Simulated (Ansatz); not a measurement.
Calculated with Ansatz (gas phase, PBE0-D4/def2-TZVP geometries, no zero-point term in ΔE). CBS: MP2 limit from def2 TZ/QZ plus the TZ coupled-cluster correction, frozen cores. Functionals use def2-TZVPP. One conformer a species, not always the lowest.

`[SiH3][Al]1[CH2][SiH2]1` + `N[SiH2]S` → `[SiH3]N[SiH2]S` + `[CH2]1[AlH][SiH2]1`  (cleavage of the Si–Al bond)

```json
{"level": "B2PLYP", "ΔE (kJ/mol)": "-41.5"}
{"level": "PBE0", "ΔE (kJ/mol)": "-24.1"}
{"level": "HF/def2-QZVPP", "ΔE (kJ/mol)": "-55.1"}
{"level": "MP2/CBS(def2)", "ΔE (kJ/mol)": "-49.8"}
```

(1) What does CCSD(T)/CBS give? (Estimate.)

Largest T1 diagnostic among the species: 0.014.

Answers

(1) Ansatz gave: -41.3 kJ/mol. The listed levels differ from it by -0.2, 17.2, -13.8, -8.5 kJ/mol.

From PBE to PBE0 (25 % exact exchange), in def2-TZVPP and without D4, ΔE moves by −6.9 kJ/mol. In def2-TZVPP, CCSD(T) changes the Hartree–Fock value by +13.3 kJ/mol (the triples alone add +1.9 kJ/mol) and MP2 by +4.8 kJ/mol. The D4 term adds −5.7 kJ/mol with B3LYP and −3.0 kJ/mol with PBE0; it sums over pairs of atoms, weighted by their polarisabilities, and B3LYP, whose exchange is more repulsive, gets the larger term.

B3LYP here is the variant with VWN-RPA as its local correlation; programs differ in this.
